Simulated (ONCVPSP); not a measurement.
## barium, ONCV: configuration errors across variants

* Element: barium (Ba)
* Generator: ONCVPSP 4.0.1
* Type: optimised norm-conserving Vanderbilt (ONCV)
* Functional: PBE
* Relativity: scalar-relativistic
* Frozen core: [Kr] 4d10
* Valence charge: 10
* Reference configuration: 5s2 5p6 6s2
* Partial waves: 5s+6s: rc 2.45 bohr, ncon 4, nbas 9, qcut 5.7 1/bohr, 2 projectors; 5p: rc 2.55 bohr, ncon 4, nbas 8, qcut 6.8 1/bohr, 2 projectors, debl 3.3 Ha; d scattering state at 0.19 Ha: rc 2.45 bohr, ncon 3, nbas 6, qcut 3.6 1/bohr, 2 projectors, debl 2.1 Ha
* Local potential: polynomial inside 1.85 bohr (lpopt 1, dvloc0 2 Ha)
* Core correction: Teter function, fcfact 5, rcfact 1.65

In the d channel the program set the typed energies aside and used 0.050, 2.150 Ha.

All-electron excitation energies from the reference (eV): (1) 5s2 5p6 6s1 5.362; (2) 5s2 5p6 6s0 15.344; (3) 5s2 5p6 6s1.5 2.136; (4) 5s2 5p6 5d1 6s0 6.044.

Errors AE − PS in meV (a dash: test not solved or not reliable):

| change | (1) | (2) | (3) | (4) | bound ghosts | GHOST(+) flags above zero |
| --- | --- | --- | --- | --- | --- | --- |
| base | -2.0 | -17 | -0.4 | -18 | none | none |
| core correction Teter function, fcfact 1.3, rcfact 1.65 | -1.0 | -6.0 | -0.3 | -11 | none | none |
| core correction Teter function, fcfact 2.4, rcfact 1.65 | -1.3 | -9.6 | -0.3 | -13 | none | none |
| core correction Teter function, fcfact 3.4, rcfact 1.65 | -1.6 | -13 | -0.4 | -15 | none | none |
| core correction Teter function, fcfact 4.7, rcfact 1.65 | -1.9 | -16 | -0.4 | -18 | none | none |
| core correction Teter function, fcfact 5.6, rcfact 1.65 | -2.2 | -19 | -0.4 | -19 | none | none |
| core correction Teter function, fcfact 6.8, rcfact 1.65 | -2.5 | -22 | -0.5 | -21 | none | none |

(1) Give the same row for: core correction Teter function, fcfact 7.6, rcfact 1.65.

Answers

(1) -2.7, -24, -0.5, -22; bound ghosts: none; GHOST(+) flags above zero: none.
